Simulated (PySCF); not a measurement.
CH7BFNO2Si, singlet, geometry from GFN2-xTB; PySCF with CASSCF(4,4)+NEVPT2/STO-3G.

PySCF was given this input:
```python
from pyscf import gto, scf, mcscf, mrpt
import numpy

mol = gto.M(
    atom='''
Si   -1.58698379    0.07625341    0.08289077
F    -1.46445149    1.68341846    0.14866959
N    -0.00968010   -0.59806189   -0.05345089
C     0.03016377   -2.05168966   -0.16315141
B     1.27063855    0.10921484   -0.03840095
O     2.44450180   -0.56468128   -0.10306681
O     1.36705231    1.44975692    0.03689863
H    -2.37318755   -0.17850813   -1.11802566
H    -2.22578932   -0.28645495    1.34262668
H     0.54853869   -2.35584856   -1.07630723
H     0.53687209   -2.49362920    0.69942211
H    -0.97969942   -2.45363577   -0.20084242
H     2.38541941   -1.51635863   -0.15010349
H     0.54683479    1.93601354    0.07914810
''',
    basis='sto-3g',
    verbose=4,
)

mf = scf.RHF(mol)
mf.kernel()
mc = mcscf.CASSCF(mf, 4, 4)
mc.fix_spin_(ss=0.0)
mc.kernel()
occ = numpy.linalg.eigvalsh(mc.fcisolver.make_rdm1(mc.ci, mc.ncas, mc.nelecas))[::-1]
ss = mc.fcisolver.spin_square(mc.ci, mc.ncas, mc.nelecas)[0]
print('natural occupations', occ.round(4), ' <S^2>', round(ss, 4))
e2 = mrpt.NEVPT(mc).kernel()
print('E(NEVPT2) = %.10f' % (mc.e_tot + e2))
```

The log (banner, timings and long lists left out):

```
PySCF version 2.14.0

[INPUT] verbose = 4
[INPUT] num. atoms = 14
[INPUT] num. electrons = 64
[INPUT] charge = 0
[INPUT] spin (= nelec alpha-beta = 2S) = 0
[INPUT] symmetry False subgroup None
[INPUT] Mole.unit = angstrom
[INPUT] Symbol           X                Y                Z      unit          X                Y                Z       unit  Magmom
[...]
nuclear repulsion = 391.241170515774
number of shells = 30
number of NR pGTOs = 138
number of NR cGTOs = 46
basis = sto-3g
ecp = {}

******** <class 'pyscf.scf.hf.RHF'> ********
method = RHF
initial guess = minao
damping factor = 0
level_shift factor = 0
DIIS = <class 'pyscf.scf.diis.CDIIS'>
diis_start_cycle = 1
diis_space = 8
diis_damp = 0
SCF conv_tol = 1e-09
SCF conv_tol_grad = None
SCF max_cycles = 50
direct_scf = True
direct_scf_tol = 1e-13
Set gradient conv threshold to 3.16228e-05
Initial guess from minao.
init E= -652.110844737678
[...]
cycle= 1 E= -650.933310789754  delta_E= 1.18  |g|= 0.654  |ddm|= 4.52
[...]
cycle= 2 E= -651.093738763565  delta_E= -0.16  |g|= 0.154  |ddm|= 1.11
[...]
cycle= 3 E= -651.101675252379  delta_E= -0.00794  |g|= 0.0343  |ddm|= 0.224
[...]
cycle= 4 E= -651.102332518516  delta_E= -0.000657  |g|= 0.00757  |ddm|= 0.0781
[...]
cycle= 5 E= -651.102362243126  delta_E= -2.97e-05  |g|= 0.0022  |ddm|= 0.0165
[...]
cycle= 6 E= -651.102365053874  delta_E= -2.81e-06  |g|= 0.000522  |ddm|= 0.00517
[...]
cycle= 7 E= -651.102365206828  delta_E= -1.53e-07  |g|= 5.98e-05  |ddm|= 0.00134
[...]
cycle= 8 E= -651.102365209078  delta_E= -2.25e-09  |g|= 1.4e-05  |ddm|= 0.000145
[...]
cycle= 9 E= -651.102365209209  delta_E= -1.31e-10  |g|= 2.72e-06  |ddm|= 3.75e-05
[...]
Extra cycle  E= -651.102365209214  delta_E= -5e-12  |g|= 1.2e-06  |ddm|= 5.78e-06
converged SCF energy = -651.102365209214

******** <class 'pyscf.mcscf.mc1step.CASSCF'> ********
CAS (2e+2e, 4o), ncore = 30, nvir = 12
max_cycle_macro = 50
max_cycle_micro = 4
conv_tol = 1e-07
conv_tol_grad = None
orbital rotation max_stepsize = 0.02
orbital rotation threshold for CI restart = 0.01
augmented hessian ah_max_cycle = 30
augmented hessian ah_conv_tol = 1e-12
augmented hessian ah_linear dependence = 1e-14
augmented hessian ah_level shift = 1e-08
augmented hessian ah_start_tol = 2.5
augmented hessian ah_start_cycle = 3
augmented hessian ah_grad_trust_region = 3
kf_trust_region = 3
kf_interval = 4
ci_response_space = 4
ci_grad_trust_region = 3
with_dep4 0
natorb = False
canonicalization = True
sorting_mo_energy = False
[...]
CASCI E = -651.106927581312  S^2 = 0.0000000
CASSCF energy = -651.123048167091
CASCI E = -651.123048167091  E(CI) = -5.42769860647297  S^2 = 0.0000000
[...]
1 F 2pz         -0.00096  -0.00086   0.00002   0.00032
2 N 1s           0.00308   0.00184   0.00414  -0.00294
2 N 2s           0.24335   0.27556  -0.27202   0.21862
2 N 2px          0.43615   0.43290  -0.31613   0.31790
2 N 2py          0.21694   0.22389  -0.17372   0.13869
2 N 2pz          0.01466   0.01174  -0.00651   0.00452
3 C 1s           0.00065   0.00098  -0.00043  -0.00049
3 C 2s          -0.01529  -0.03750   0.02347   0.02999
3 C 2px          0.00542   0.00886   0.01257  -0.01927
3 C 2py         -0.02410  -0.06553   0.05835   0.04134
3 C 2pz         -0.00189  -0.00526   0.00506   0.00279
4 B 1s          -0.01762   0.00187  -0.01201   0.00042
4 B 2s           0.48184   0.01127   0.65427  -0.01609
4 B 2px         -0.33389  -0.26795  -0.34865   0.36659
4 B 2py          0.17396  -0.47444   0.21390   0.70306
4 B 2pz          0.02490  -0.02064   0.03256   0.03040
5 O 1s           0.00078  -0.00023   0.00102   0.00014
5 O 2s          -0.03167   0.02179  -0.02787  -0.03036
5 O 2px          0.07205   0.05433   0.04962  -0.12146
5 O 2py         -0.02512   0.03269  -0.01097  -0.04606
5 O 2pz         -0.00258   0.00118  -0.00641   0.00002
6 O 1s           0.00101  -0.00034   0.00437   0.00436
6 O 2s           0.17461  -0.17882  -0.21682  -0.26958
6 O 2px         -0.11645   0.16421   0.10228  -0.00436
6 O 2py         -0.50759   0.54985   0.36269   0.31135
6 O 2pz         -0.01930   0.02300   0.01369   0.01896
7 H 1s           0.03128   0.02811  -0.00053   0.00176
8 H 1s           0.02607   0.02433  -0.00157   0.00237
9 H 1s          -0.01531  -0.01851   0.00243   0.00396
10 H 1s         -0.01526  -0.01682   0.00063   0.00394
11 H 1s          0.03955   0.04743  -0.02396  -0.00118
12 H 1s          0.02509  -0.04850   0.02459   0.08988
13 H 1s         -0.06291   0.04696  -0.00814   0.05130
<CAS-nat-orb|mo-hf>  31     21      -0.42067916
<CAS-nat-orb|mo-hf>  32     30       0.56527233
<CAS-nat-orb|mo-hf>  33     39      -0.48627605
<CAS-nat-orb|mo-hf>  33     44       0.65313772
<CAS-nat-orb|mo-hf>  34     45       0.44250454
<CAS-nat-orb|mo-hf>  34     46       0.71063838
Sr    (-1)',   E = -0.00050925188559
Si    (+1)',   E = -0.00128074078104
Sijrs (0)  ,   E = -0.19266864252392
Sijr  (+1) ,   E = -0.00956693027684
Srsi  (-1) ,   E = -0.00633471267838
Srs   (-2) ,   E = -0.00103407857860
Sij   (+2) ,   E = -0.00153073456079
Sir   (0)' ,   E = -0.03679254176177
Nevpt2 Energy = -0.249717633046935
E(NEVPT2) = -651.3727658001
```
